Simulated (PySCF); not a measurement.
## Electron correlation in Kr⁺ (krypton, charge +1)

[Ar] 3d10 4s2 4p4 5s1, 5s spin antiparallel (an excited configuration). Computed with PySCF 2.14 in aug-cc-pVTZ-DK (7s6p4d2f, 59 functions), with the spin-free X2C one-electron Hamiltonian (Gaussian nucleus). Frozen: [Ar] 3d10; 7 electrons correlated.

MP2 pair energies summed by pair of shells (mhartree):

```json
{"pair": "4p-4p", "energy": "-49.85", "share (%)": "40.0"}
{"pair": "4s-4p", "energy": "-49.51", "share (%)": "39.7"}
{"pair": "4p-5s", "energy": "-14.08", "share (%)": "11.3"}
{"pair": "4s-4s", "energy": "-8.10", "share (%)": "6.5"}
{"pair": "4s-5s", "energy": "-3.06", "share (%)": "2.5"}
```

Total MP2 correlation energy: -124.60 mhartree.

Same-spin part -29.22 and opposite-spin part -95.39 mhartree; SCS-MP2 scales them by 1/3 and 6/5 to -124.20 mhartree.
